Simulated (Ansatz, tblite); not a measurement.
Species of one formula, Ge$_{5}$H$_{12}$ (singlet), each relaxed with PBE0-D4/def2-SVP in Ansatz.

The xTB rows come from tblite. LC-ωPBE has ω = 0.4 bohr⁻¹. Correlated methods freeze 45 core orbitals; core or outer-core shells of Ge are correlated, in sets that lack core-valence functions.

Other spin states weren't relaxed.

A: Ge(GeH3)4 (Ge5H12)

```csv
atom,x (Å),y (Å),z (Å)
Ge1,0.0003,-0.0004,0.0006
Ge2,2.3182,-0.2276,0.6884
Ge3,-0.5939,-1.8451,-1.4625
Ge4,-0.2909,2.0981,-1.1862
Ge5,-1.4331,-0.0258,1.9607
H6,2.5600,-1.6263,1.2874
H7,2.6671,0.8320,1.7510
H8,3.2526,-0.0398,-0.5221
H9,-0.4837,-3.1826,-0.7059
H10,0.3496,-1.8868,-2.6796
H11,-2.0410,-1.6783,-1.9643
H12,0.0599,3.2832,-0.2665
H13,-1.7518,2.2494,-1.6517
H14,0.6285,2.1417,-2.4217
H15,-1.1242,-1.2580,2.8324
H16,-2.9138,-0.0782,1.5384
H17,-1.2036,1.2445,2.8016
```

B: n-GeGeGeGeGeH12 (Ge₅H₁₂)

Cartesian coordinates in Å:
```
Ge -2.574 -0.295 -0.640
Ge -1.422 1.240 0.844
Ge 0.410 0.088 1.944
Ge 1.584 -1.210 0.263
Ge 2.157 0.210 -1.616
H -3.079 -1.511 0.157
H -3.774 0.385 -1.322
H -1.602 -0.793 -1.727
H -2.407 1.819 1.879
H -0.854 2.410 0.017
H 1.370 1.101 2.600
H -0.145 -0.837 3.047
H 2.859 -1.853 0.847
H 0.654 -2.344 -0.219
H 2.760 -0.610 -2.772
H 3.176 1.279 -1.179
H 0.889 0.923 -2.124
```

**Question.** Estimate their order by electronic energy at RPA@PBE/def2-TZVP, counted from the lowest.

**Answer.** A (0.0) < B (11.6), in kJ/mol.

**Question.** Do the other levels pick the same lowest one?

**Answer.** Not GFN1-xTB, GFN2-xTB. Energies above each level's lowest (kJ/mol):

| level | A | B |
| --- | --- | --- |
| GFN1-xTB | 37.4 | 0.0 |
| GFN2-xTB | 8.1 | 0.0 |
| HF/def2-TZVP | 0.0 | 13.1 |
| PBE-D4/def2-SVP | 0.0 | 9.4 |
| PBE-D4/def2-TZVP | 0.0 | 9.9 |
| revPBE-D4/def2-TZVP | 0.0 | 10.7 |
| r2SCAN-D4/def2-TZVP | 0.0 | 11.2 |
| PBE0-D4/def2-SVP | 0.0 | 10.3 |
| PBE0-D4/def2-TZVP | 0.0 | 10.4 |
| LC-ωPBE/def2-TZVP | 0.0 | 10.0 |
| RPA@PBE/def2-TZVP | 0.0 | 11.6 |
| MP2/def2-TZVP | 0.0 | 17.2 |
Point groups (tolerance 0.1 Å): A not assigned, B not assigned.
